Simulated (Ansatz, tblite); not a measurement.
Cost and result up the ladder for the cluster ZrCu₄⁺ (the lowest doublet isomer of a short search) (5 atoms). Total charge 1; doublet. Geometry: PBE-D4/def2-SVP.

```csv
atom,x (Å),y (Å),z (Å)
Zr1,0.8124,-1.0105,-0.7918
Cu2,-1.1765,0.4231,-1.5243
Cu3,0.4914,1.3949,-0.0412
Cu4,-1.1797,-0.5390,0.7121
Cu5,1.0525,-0.2685,1.6451
```

Ansatz on 4 threads of Arm Neoverse V1 on a shared host; xTB runs through tblite on one thread. Times are rough, summed over both states, and most runs start from the orbitals of an earlier one. No level here is sound enough to serve as a yardstick. The other state is a quartet at its own geometry.

In the def2 sets Zr takes a core potential; there is no spin–orbit coupling. The xTB rows come from tblite. The structure comes from a short search, and lower isomers may exist.

Run but left out: HF/def2-TZVP, MP2/def2-TZVP (doublet: ⟨S²⟩ 1.86, where a pure state has 0.75).

xTB has no spin-polarisation term.

```json
{"level": "GFN1-xTB", "functions": "45", "quartet − doublet (eV)": "1.48", "remarks": "–"}
{"level": "LDA (SPW92)/def2-TZVP", "functions": "220", "quartet − doublet (eV)": "0.25", "remarks": "–"}
{"level": "PBE0-D4/def2-TZVP", "functions": "220", "quartet − doublet (eV)": "-0.16", "remarks": "spin-contaminated (⟨S²⟩ 0.94) (doublet)"}
{"level": "PBE-D4/def2-TZVP", "functions": "220", "quartet − doublet (eV)": "0.12", "remarks": "–"}
{"level": "GFN2-xTB", "functions": "45", "quartet − doublet (eV)": "1.36", "remarks": "–"}
{"level": "revPBE-D4/def2-TZVP", "functions": "220", "quartet − doublet (eV)": "0.09", "remarks": "–"}
{"level": "r2SCAN-D4/def2-TZVP (with forces)", "functions": "220", "quartet − doublet (eV)": "-0.05", "remarks": "spin-contaminated (⟨S²⟩ 0.91) (doublet)"}
```

Question: Estimate how long each takes.

Answer: GFN1-xTB 0.013 s; GFN2-xTB 0.044 s; LDA (SPW92)/def2-TZVP 16 s; PBE-D4/def2-TZVP 50 s; revPBE-D4/def2-TZVP 60 s; PBE0-D4/def2-TZVP 2.1 min; r2SCAN-D4/def2-TZVP (with forces) 3.3 min. On shared hardware such times vary by a factor of up to 3.
